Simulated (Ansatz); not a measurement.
Geometry optimisation, Ansatz 0.2.0, RHF/def2-SVP.

Input:

```yaml
crystal:
  periodic: [false, false, false]
  atoms:
    - { symbol: C, position_ang: [-1.2588, 1.8087, 0.7055] }
    - { symbol: O, position_ang: [-1.234, 0.4996, 1.1191] }
    - { symbol: Si, position_ang: [-0.1319, 0.06828, 2.27017] }
    - { symbol: Si, position_ang: [-1.09578, -0.73167, 4.24176] }
    - { symbol: C, position_ang: [-0.23278, 0.89688, 3.93512] }
    - { symbol: O, position_ang: [-1.09002, 2.08741, 4.02974] }
    - { symbol: H, position_ang: [-2.02, 1.9847, -0.1013] }
    - { symbol: H, position_ang: [-1.5894, 2.4767, 1.5404] }
    - { symbol: H, position_ang: [-0.3259, 2.2431, 0.4116] }
    - { symbol: H, position_ang: [1.16648, -0.3804, 1.83867] }
    - { symbol: H, position_ang: [-2.49321, -0.55148, 4.54941] }
    - { symbol: H, position_ang: [-0.25583, -1.55421, 5.13355] }
    - { symbol: H, position_ang: [0.74383, 0.98146, 4.37197] }
    - { symbol: H, position_ang: [-1.37275, 2.23271, 4.92301] }
basis:
  gaussian: { orbitals: def2-SVP }
hamiltonian:
  xc: hf
relax:
  f_tol: 0.015
  max_steps: 40
```

Run as:

```bash
$ ansatz run input.yaml --threads 2 --pin off --max-ram 3072MiB --backend cpu --events-out ev --progress --plain --runs-dir out
```

Q: Where does it end, and by what steps?

A: The run converged. After 13 steps the energy has fallen by 0.602 eV; H9 moved furthest, 0.40 Å.

| step | energy less start (eV) | largest force component (eV/Å) | accepted |
| --- | --- | --- | --- |
| 0 | 0.0000 | 2.925 | yes |
| 1 | -0.5099 | 1.385 | yes |
| 2 | -0.5769 | 0.463 | yes |
| 3 | -0.5899 | 0.207 | yes |
| 4 | -0.5950 | 0.522 | yes |
| 5 | -0.5989 | 0.126 | yes |
| 6 | -0.6004 | 0.051 | yes |
| 7 | -0.6012 | 0.069 | yes |
| 8 | -0.6016 | 0.057 | yes |
| 9 | -0.6020 | 0.043 | yes |
| 10 | -0.6023 | 0.031 | yes |
| 11 | -0.6024 | 0.028 | yes |
| 12 | -0.6025 | 0.020 | yes |
| 13 | -0.6025 | 0.012 | yes |

```xyz
14
Properties=species:S:1:pos:R:3
C -1.301 1.855 0.638
O -1.193 0.578 1.204
Si -0.147 0.070 2.359
Si -1.052 -0.780 4.250
C -0.240 0.974 4.031
O -0.958 2.169 4.131
H -2.165 1.865 -0.025
H -1.437 2.615 1.408
H -0.414 2.102 0.048
H 1.201 -0.199 1.823
H -2.526 -0.777 4.354
H -0.418 -1.698 5.219
H 0.743 1.011 4.517
H -1.282 2.276 5.011
```

Whether the end is a true minimum wasn't checked by a vibrational analysis.

The run took 31 s on 2 threads of Arm Neoverse V2, on a shared host, peak memory 0.3 GiB.
